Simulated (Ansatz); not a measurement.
Si17H24, a nanocrystal cut from cubic silicon. Charge 0, multiplicity 1. Geometry PBE-D4/def2-SVP; atoms count from 1.

```xyz
41

Si   -4.0955    0.0333   -1.7883
Si   -0.4154   -2.2405   -2.2032
Si    2.7086    2.9321    0.6368
Si    2.7272   -0.5947   -0.8793
Si   -0.5629    1.3464   -0.6747
Si   -2.1838   -1.5533    1.2283
Si    1.0810    0.0224    2.5427
Si    1.0861   -3.5166    1.0491
Si   -2.6311    1.8770   -1.6644
Si    0.6537    3.3484   -0.4342
Si    0.6802   -0.1708   -1.9648
Si   -4.2862   -1.0678    0.2875
Si   -0.9438   -3.0767   -0.0664
Si    3.9509    1.4037   -0.6531
Si    2.3024    2.0219    2.7706
Si    2.3080   -1.5122    1.2477
Si   -0.9625    0.4444    1.4578
H    -5.4629    0.5098   -2.2160
H    -3.5963   -0.9339   -2.8302
H     0.5350   -3.2087   -2.8661
H    -1.6449   -2.1253   -3.0668
H     3.4864    4.2205    0.7789
H     3.5130   -1.5968   -1.6948
H    -2.3840   -2.1692    2.5951
H     0.8081   -0.5872    3.8990
H     1.8873   -4.5348    0.2751
H     0.8028   -4.0761    2.4216
H    -2.4031    2.4495   -3.0420
H    -3.2780    2.9450   -0.8164
H     0.8938    3.9586   -1.7935
H    -0.1669    4.3183    0.3806
H     0.9498    0.4467   -3.3179
H    -5.0921   -2.3322    0.1195
H    -5.0290   -0.1618    1.2383
H    -1.7320   -4.3587   -0.2067
H     4.2248    1.9924   -2.0152
H     5.2735    1.1244    0.0173
H     3.6139    1.7459    3.4641
H     1.5239    3.0088    3.6053
H     3.6316   -1.7784    1.9283
H    -1.7718    1.4463    2.2505
```

Single mean-field runs in def2-TZVP are fitted with def2-universal-jkfit.

Estimate the Mulliken populations of the heavy atoms from the PBE0/def2-TZVP orbitals of Ansatz.


| atom | charge (e) |
| --- | --- |
| Si1 | -0.01 |
| Si2 | -0.02 |
| Si3 | 0.00 |
| Si4 | -0.01 |
| Si5 | 0.00 |
| Si6 | -0.01 |
| Si7 | 0.00 |
| Si8 | -0.01 |
| Si9 | -0.02 |
| Si10 | -0.02 |
| Si11 | 0.00 |
| Si12 | -0.01 |
| Si13 | 0.00 |
| Si14 | -0.01 |
| Si15 | -0.01 |
| Si16 | -0.01 |
| Si17 | -0.01 |
Mulliken values depend strongly on the basis.

And the Mayer bond orders between heavy atoms (over 0.3)?

Si1–Si9 0.95 (2.36 Å); Si1–Si12 0.95 (2.36 Å); Si2–Si11 0.94 (2.35 Å); Si2–Si13 0.94 (2.35 Å); Si3–Si10 0.94 (2.35 Å); Si3–Si14 0.95 (2.35 Å); Si3–Si15 0.95 (2.36 Å); Si4–Si11 0.93 (2.36 Å); Si4–Si14 0.94 (2.35 Å); Si4–Si16 0.93 (2.35 Å); Si5–Si9 0.93 (2.35 Å); Si5–Si10 0.93 (2.35 Å); Si5–Si11 0.92 (2.35 Å); Si5–Si17 0.92 (2.35 Å); Si6–Si12 0.95 (2.35 Å); Si6–Si13 0.94 (2.35 Å); Si6–Si17 0.93 (2.35 Å); Si7–Si15 0.94 (2.35 Å); Si7–Si16 0.94 (2.35 Å); Si7–Si17 0.93 (2.35 Å); Si8–Si13 0.95 (2.36 Å); Si8–Si16 0.94 (2.36 Å).
